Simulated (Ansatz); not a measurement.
# A ladder of methods for GeH3O (SMILES [O][GeH3])

GeH3O has 5 atoms, charge 0, and is taken as a doublet. As SMILES, `[O][GeH3]`. The shape is that of a PBE0-D4/def2-TZVP optimisation.

Each level gives the vertical energy of the quartet above the doublet (eV). The values are calculated.

```json
{"level": "U-revPBE/STO-3G", "kind": "GGA", "program": "Ansatz", "value (eV)": "6.52", "less FCI/STO-3G": "-0.81", "CPU time (all runs)": "10 s"}
{"level": "U-r2SCAN0/STO-3G", "kind": "hybrid meta-GGA", "program": "Ansatz", "value (eV)": "7.08", "less FCI/STO-3G": "-0.25", "CPU time (all runs)": "34 s"}
{"level": "UB3LYP/STO-3G", "kind": "global hybrid", "program": "Ansatz", "value (eV)": "6.97", "less FCI/STO-3G": "-0.36", "CPU time (all runs)": "10 s"}
{"level": "U-wB97X/STO-3G", "kind": "range-separated hybrid", "program": "Ansatz", "value (eV)": "6.97", "less FCI/STO-3G": "-0.36", "CPU time (all runs)": "55 s"}
{"level": "UB2PLYP/STO-3G", "kind": "double hybrid", "program": "Ansatz", "value (eV)": "7.30", "less FCI/STO-3G": "-0.03", "CPU time (all runs)": "9.8 s"}
{"level": "UMP2/STO-3G", "kind": "perturbation theory", "program": "Ansatz", "value (eV)": "7.23", "less FCI/STO-3G": "-0.10", "CPU time (all runs)": "0.7 s"}
{"level": "UBCCD(T)/STO-3G", "kind": "coupled cluster or CI", "program": "Ansatz", "value (eV)": "7.33", "less FCI/STO-3G": "0.00", "CPU time (all runs)": "1.6 s"}
{"level": "FCI/STO-3G", "kind": "exact in the basis", "program": "Ansatz", "value (eV)": "7.33", "less FCI/STO-3G": "0.00", "CPU time (all runs)": "2.6 min"}
```

FCI/STO-3G is exact within its basis and frozen core, so for wave-function methods in that basis the difference is their error; functionals converge differently with the basis, so for them it is only a difference. All-electron rows without a relativistic Hamiltonian named are non-relativistic. The values span 6.52 to 7.33 eV. All rows use very small basis sets, so none should be taken for the real molecule's value. In the correlated wave-function rows the outer d shell of Ge is correlated, in sets not made for it. CPU times are rough (shared hosts, several kinds of processor and program).
